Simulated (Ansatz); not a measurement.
Harmonic frequencies (cm⁻¹) at PBE0-D4/def2-TZVP from Ansatz: 184, 238, 313, 318, 336, 388, 470, 572, 589, 592, 638, 656, 820, 887, 888, 2153, 2174, 2222, 2222, 2244, 2252.

Task: Which molecule is it?
A. `[SiH2]1[SiH2][SiH2]1`
B. `[GeH2]1[GeH2][GeH2]1`
C. `[SiH2]1[SiH2][GeH2]1`
D. `[SiH2]1[GeH2][GeH2][GeH2][GeH2]1`

Result: C.
